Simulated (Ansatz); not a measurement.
Ansatz results at the PBE0-D4/def2-TZVP geometry: size of the dipole moment (ωB97M-V/def2-TZVPP) 2.72 D; HOMO–LUMO gap (PBE/def2-TZVPP) 3.21 eV; HOMO–LUMO gap (ωB97M-V/def2-TZVPP) 10.03 eV.

Each molecule was computed in one conformer, which needn't be the lowest.

(1) Which molecule gave them?
A. `CNC(=N)O`
B. `N[Si]1([AlH2])CO1`
C. `BC=NB`
D. `C=[N][Al]([OH])[SiH3]`

## Answers

(1) D. The others give `CNC(=N)O`: 1.72, 5.25, 11.14; `BC=NB`: 1.55, 2.58, 9.14; `N[Si]1([AlH2])CO1`: 2.44, 2.66, 8.43.
